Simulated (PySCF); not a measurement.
Cl2HMoNO, multiplicity 1. Atoms are numbered in the order given.

```xyz
6

Mo     0.0344    -0.2736     0.0000
O      1.4413    -1.2027     0.0000
N     -1.3197    -1.3632     0.0000
H     -1.5919    -2.3567     0.0000
Cl    -0.0631     0.9709    -1.9106
Cl    -0.0631     0.9709     1.9106
```

Coordinates come from a PBE-D3(BJ)/def2-SVP optimisation. The spin state was assumed, not searched. The structure was generated by enumeration; whether it is a known compound was not checked. The def2 effective core potentials stand for the cores of Mo; spin–orbit coupling is left out.

Level of theory: PBE/def2-TZVP (PySCF).

ESP charges are fitted to the potential on shells at 1.4 to 2.0 van der Waals radii. Atomic charges (e):

```tsv
atom	Löwdin	Mulliken	ESP fit
Mo1	0.12	1.34	0.61
O2	-0.20	-0.44	-0.25
N3	-0.27	-0.53	-0.53
H4	0.17	0.26	0.39
Cl5	0.09	-0.31	-0.11
Cl6	0.09	-0.31	-0.11
```
